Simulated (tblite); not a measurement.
Compound: C₄H₄F₂O₂ (charge +1 and doublet state).
Numbering: `[O+:1]=[C:2]1[CH2:3][C@@H:4]([F:5])[O:6][C@@H:7]1[F:8]` (hydrogens: H9, H10 on C3; H11 on C4; H12 on C7)

Computed geometry: GFN2-xTB, gas phase. This method treats the open shell by occupation alone, without spin polarisation.

(1) What internal coordinates does the optimisation give?

Results:

(1) 
| bond | length (bohr) |
| --- | --- |
| O1=C2 | 2.185 |
| C2–C3 | 2.798 |
| C3–C4 | 2.918 |
| C4–F5 | 2.557 |
| C4–O6 | 2.657 |
| O6–C7 | 2.519 |
| C7–F8 | 2.471 |
| C2–C7 | 3.301 |
| C3–H9 | 2.076 |
| C3–H10 | 2.076 |
| C4–H11 | 2.072 |
| C7–H12 | 2.096 |

A selection of angles:
| angle | degrees |
| --- | --- |
| O1–C2–C3 | 138.8 |
| O1–C2–C7 | 120.6 |
| C3–C2–C7 | 100.6 |
| C2–C3–C4 | 105.8 |
| C3–C4–F5 | 108.4 |
| C3–C4–O6 | 104.5 |
| F5–C4–O6 | 109.2 |
| C4–O6–C7 | 109.8 |
| O6–C7–F8 | 113.0 |
| C2–C7–O6 | 101.8 |
| C2–C7–F8 | 110.7 |

Torsions: O1–C2–C3–C4 174° (antiperiplanar); C2–C3–C4–F5 -87° (synclinal); C3–C4–O6–C7 -45° (synclinal); C4–O6–C7–F8 157° (antiperiplanar); O1–C2–C7–O6 161° (antiperiplanar).

The 3 C–O bonds span 1.156 Å (O1=C2, drawn double) to 1.406 Å (C4–O6, drawn single), a spread of 0.250 Å. C2 (carbon bonded to 2 C and O) is planar (angles 138.8°, 120.6° and 100.6°, sum 360.0°, 0.01 Å off the plane of its three neighbours). The 2 C–F bonds span 1.307 Å (C7–F8, drawn single) to 1.353 Å (C4–F5, drawn single), a spread of 0.046 Å. Of the pairs four or more bonds apart, F5···H12 is among the closest relative to their van der Waals radii: 2.62 Å, 98 % of the sum of Bondi's values. The C–C distances run from 1.480 Å (C2–C3, drawn single) to 1.747 Å (C2–C7, drawn single), a spread of 0.267 Å. The 5-membered ring C2–C3–C4–O6–C7 has internal angles of 100.6° to 109.8°; it is puckered, 0.17 Å rms from its mean plane, widest ring torsion 45°.

Point group: C1 (no symmetry element, even within 0.4 Å). Its GFN2-xTB frequencies are all real (lowest 84 cm⁻¹).

One conformer stands for the species.
